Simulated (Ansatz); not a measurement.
CH₅NOSSi (`N[SiH](O)C=S`), relaxed with RKS PBE-D4/def2-SVP in Ansatz 0.2.0 from a rough embedded geometry. The force threshold is 0.03 eV/Å; the program also tests the step.

Total charge 0; spin multiplicity 1.

Start:

```xyz
10

N    -0.874    0.823    0.850
Si   -0.346   -0.298   -0.249
O    -0.590   -1.637    0.640
C     1.434   -0.145   -0.907
S     2.000    1.454   -1.165
H    -0.105    0.994    1.571
H    -0.855    1.753    0.372
H    -1.303   -0.310   -1.356
H    -1.329   -1.617    1.285
H     1.969   -1.017   -1.040
```

| step | energy (eV) | largest force (eV/Å) | largest move (Å) |
| --- | --- | --- | --- |
| 1 | -23345.3823 | 4.779 | 0.000 |
| 2 | -23346.0662 | 1.641 | 0.132 |
| 3 (rejected) | -23346.0556 | 1.902 | 0.195 |
| 4 | -23346.1978 | 0.726 | 0.095 |
| 5 | -23346.2319 | 0.421 | 0.100 |
| 6 | -23346.2471 | 0.148 | 0.150 |
| 7 | -23346.2488 | 0.122 | 0.030 |
| 8 (rejected) | -23346.2398 | 0.712 | 0.069 |
| 9 | -23346.2502 | 0.084 | 0.034 |
| 10 | -23346.2504 | 0.029 | 0.056 |
| 11 | -23346.2508 | 0.027 | 0.034 |

End:

```xyz
10

N    -0.797    1.024    0.885
Si   -0.371   -0.265   -0.194
O    -0.422   -1.757    0.580
C     1.409   -0.202   -0.857
S     2.131    1.224   -1.208
H    -0.112    1.322    1.587
H    -1.246    1.846    0.472
H    -1.330   -0.149   -1.350
H    -1.223   -1.889    1.118
H     1.962   -1.154   -1.033
```

Run time 14 s (4 threads of an Arm Neoverse V1 on a shared host); peak host memory 0.18 GiB.
